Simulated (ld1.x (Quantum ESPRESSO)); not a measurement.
**scandium: variants of one TM semilocal potential**

Base potential:

scandium, norm-conserving Troullier–Martins (semilocal form), made with ld1.x (Quantum ESPRESSO) 7.5 (PBEsol, scalar-relativistic). Core [Ar], reference 3d1 4s2 4p0. Waves: 4s (bound): rc 3.35 bohr; 3d (bound): rc 2.70 bohr; 4p (bound, empty): rc 3.65 bohr. Local part: the p channel. Core correction: Bessel-smoothed model core, default radius (core density twice the valence density).

All-electron outer shells of the reference configuration (PBEsol, scalar-relativistic, ld1.x):

```
shell  level (eV)  outermost node (bohr)  outermost maximum (bohr)
   3s      -54.88                   0.42                      0.92
   3p      -33.55                   0.39                      0.97
   4s       -4.19                   1.33                      3.10
   3d       -3.25                      –                      1.10
   4p       -1.45                   1.49                      4.03
```

Cutoffs, loose and tight: the cutoffs (Ry, on a coarse ladder) from which the occupation-weighted sum of valence levels, in a spherical-Bessel basis at the reference potential, stays within 10 and 1 mRy of its value at 400 Ry. They do not see the model core or the augmentation charge, which bear on the density cutoff. Test errors are all-electron minus pseudo excitation energies from the reference, over the configurations 3d1 4s1 4p0; 3d1 4s0 4p0; 3d1 4s1.5 4p0; 3d0 4s2 4p0; 3d1 4s0 4p1; 3d2 4s1 4p0; 3d2 4s0 4p0. A dash means not determined; rows that change the core or the reference have their own tests.

A semilocal file is local in each channel, so a ghost entry of none says nothing of the separable form that plane-wave codes build from it.

| change | outcome | cutoff, loose | cutoff, tight | bound ghosts | largest test error (meV) |
| --- | --- | --- | --- | --- | --- |
| base | generated | 30 Ry | 35 Ry | none | -98 |
| all radii but the core radius scaled by about 0.76 (s 2.56, p 2.78, d 2.06 bohr) | generated | 40 Ry | 50 Ry | none | -250 |
| all radii but the core radius scaled by about 0.81 (s 2.72, p 2.96, d 2.18 bohr) | generated | 40 Ry | 50 Ry | none | -244 |
| all radii but the core radius scaled by about 0.96 (s 3.22, p 3.50, d 2.58 bohr) | generated | 30 Ry | 40 Ry | none | -134 |
| all radii but the core radius scaled by about 1.10 (s 3.70, p 4.02, d 2.98 bohr) | generated | 25 Ry | 30 Ry | none | +140 |
| all radii but the core radius scaled by about 1.18 (s 3.94, p 4.30, d 3.18 bohr) | generated | 21 Ry | 30 Ry | none | +299 |
| all radii but the core radius scaled by about 1.24 (s 4.14, p 4.52, d 3.34 bohr) | generated | 21 Ry | 25 Ry | none | +413 |
| all radii but the core radius scaled by about 1.31 (s 4.40, p 4.80, d 3.54 bohr) | generated | 18 Ry | 25 Ry | none | +531 |
| all radii but the core radius scaled by about 1.39 (s 4.64, p 5.06, d 3.74 bohr) | generated | 18 Ry | 21 Ry | none | +685 |

**Question.** What comes out with this change to the base: all radii but the core radius scaled by about 0.88 (s 2.94, p 3.20, d 2.36 bohr)?

**Answer.** outcome: generated; cutoff, loose: 35 Ry; cutoff, tight: 45 Ry; bound ghosts: none; largest test error (meV): -197.

Reading the sweep of the scale of all radii but the core radius (base = 1) (base included, trends over the rows without a ghost): The loose cutoff falls from 40 Ry at 0.76 to 18 Ry at 1.39. A larger radius leaves more room for a smooth pseudo-wave, so fewer plane waves are needed; a smaller one forces it to follow the all-electron wave where it bends sharply. The median size of the test errors (rows with all tests solved) rises from 38.2 meV at 0.76 to 176.1 meV at 1.39, with one reversal. More of the atom is replaced by a form fitted at one configuration, so other configurations suffer as the radius grows.
